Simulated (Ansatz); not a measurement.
Ansatz results at the PBE0-D4/def2-TZVP geometry: size of the dipole moment (PBE/def2-TZVPP) 2.28 D; HOMO–LUMO gap (ωB97M-V/def2-TZVPP) 11.08 eV; HOMO–LUMO gap (B3LYP/def2-TZVPP) 6.37 eV.

Each molecule was computed in one conformer, which needn't be the lowest.

Q: Which molecule gave them?
A. `CB(S)CCl`
B. `[SiH3]O/C=[N]\[GaH][Cl]`
C. `NCC=C=O`
D. `C/C(BN)=C\F`

A: D. The others give `[SiH3]O/C=[N]\[GaH][Cl]`: 2.92, 10.74, 6.20; `NCC=C=O`: 2.60, 10.40, 5.46; `CB(S)CCl`: 1.65, 11.61, 6.95.

B3LYP here is the variant with VWN-RPA as its local correlation; programs differ in this.
